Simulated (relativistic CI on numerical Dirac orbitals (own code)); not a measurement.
## Re LVI: sensitivity of the levels to the model

Base calculation: Dirac-Coulomb-Breit CI, orbitals from a KLI potential per configuration, QED by a radiative potential, unscaled Slater integrals.

Configuration list (outside the closed core [Ne]): 3s²3p⁶3d², 3s²3p⁵3d³, 3s3p⁶3d³, 3s²3p⁶3d4s, 3s²3p⁶3d4p, 3s²3p⁶3d4d, 3s²3p⁵3d²4s, 3s²3p⁶3d4f, 3s²3p⁵3d²4p, 3s²3p⁵3d²4d, 3s3p⁶3d²4s, 3p⁶3d³4p, 3s²3p⁶4s², 3s3p⁶3d²4p, 3s²3p⁶4s4p, 3s²3p⁶3d5s, 3s²3p⁶3d5d, 3s²3p⁶3d5g, 3p⁶3d⁴, 3p⁵3d⁵, 3p⁵3d⁴4s, 3p⁶3d³4s, 3p⁵3d³4s², 3s²3p⁶4p², 3s²3p⁵4s4p², 3s²3p⁶4s4d, 3s²3p⁵4s²4d, 3s3p⁶3d4s², 3s3p⁶4s²4p, 3s3p⁶4s²4d. Double excitations out of closed p, d and f shells are left out; levels of such configurations are missing from the list, as are those of other unlisted configurations, and high levels can miss mixing partners. These lack a partner that the ground configuration has and come out too high: 3s²3p⁵3d²4p, 3s²3p⁵3d²4d.

Variants: (1) non-relativistic limit; (2) only the first configuration. Shifts of the energy above 3s²3p⁶3d² ³F2, in eV, for the lowest level and the first level of each name with at least 55 % of one term (blank where a level changes its place among those of its configuration and J or its character, or is not in the variant):

| Level | Base | Δ(1) | Δ(2) |
| --- | --- | --- | --- |
| 3s²3p⁶3d² ³F2 | 0.000 | 0.000 | 0.000 |
| 3s²3p⁶3d² ³P0 | 24.545 | -10.097 | +0.323 |
| 3s²3p⁶3d² ³F3 | 77.064 | -77.064 | -0.091 |
| 3s²3p⁶3d² ¹G4 | 91.401 |  | -0.021 |
| 3s²3p⁶3d² ³P1 | 93.067 | -78.619 | +0.393 |
| 3s²3p⁶3d² ³F4 | 162.696 |  | -0.054 |
| 3s²3p⁶3d² ¹S0 | 197.288 | -147.394 | +0.204 |
| 3s²3p⁵3d³ ³I°7 | 441.368 | -169.156 |  |
| 3s²3p⁵3d³ ³P°1 | 442.774 |  |  |

At this charge energies of transitions that change n are usually good to better than 1 %, and those within a shell (Δn = 0) to a few per cent.

Ionisation energy from the two ground configurations alone: base 5387.84 eV. The NIST ASD value (theoretical) is 5388 eV.

LS names give the leading component of a level, which can be under half, so a name can repeat, a term be missing and a line seem to break the LS rules.
